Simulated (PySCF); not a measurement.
**How the method changes the constants of SeF**

State: ²Π (doublet), unpaired electrons π ↑. Set-up: PySCF, no relativity, basis sets Se def2-SVP, F def2-SVP. De refers to Se + F in their high-spin ground configurations, without counterpoise correction. The functionals are run spin-unrestricted. A positive dipole means Se(−)F(+).

```csv
Level,Re (Å),ωe (cm⁻¹),De (eV),μ (D),"CPU s a point (SCF and correlation, without the integrals)"
UHF,1.732,746,1.08,-2.12,0.16
UHF-MP2,1.761,691,2.95,n/a,0.28
UHF-SCS-MP2,1.765,681,2.84,n/a,n/a
UHF-CCSD,1.763,690,2.64,n/a,n/a
UHF-CCSD(T),1.770,676,2.76,n/a,8.2
PBE,1.777,668,3.83,-1.42,0.91
r²SCAN,1.761,689,3.38,-1.51,1.3
TPSSh,1.762,692,3.40,-1.53,1.4
B3LYP,1.764,687,3.39,-1.64,1.1
PBE0,1.751,708,3.28,-1.62,1.3
LC-ωPBE,1.741,734,3.33,-1.64,1.2
B2PLYP,1.763,689,3.18,-1.95,1.8
```

The bond length runs from 1.732 Å (UHF) to 1.777 Å (PBE). De spans 1.08 eV (UHF, mean field) to 3.83 eV (PBE, GGA). Correlation at CCSD(T) changes the Hartree–Fock bond energy by +1.68 eV; the triples alone change it by +0.12 eV.

Correlated steps freeze 10 core orbitals. Correlated levels converge slowly with the basis: in double zeta they bind strong bonds too weakly, by up to about 1 eV, and carry superposition errors of some tenths. Spin–orbit coupling is left out. B2PLYP dipoles, levels and charges come from its SCF part alone. The state was picked by a PBE0 search and need not be the measured ground state.

The whole job (state search and all levels along the bond) took about 3.3 min on 1 thread of Arm Neoverse N1 (shared host), peak memory 0.51 GiB.
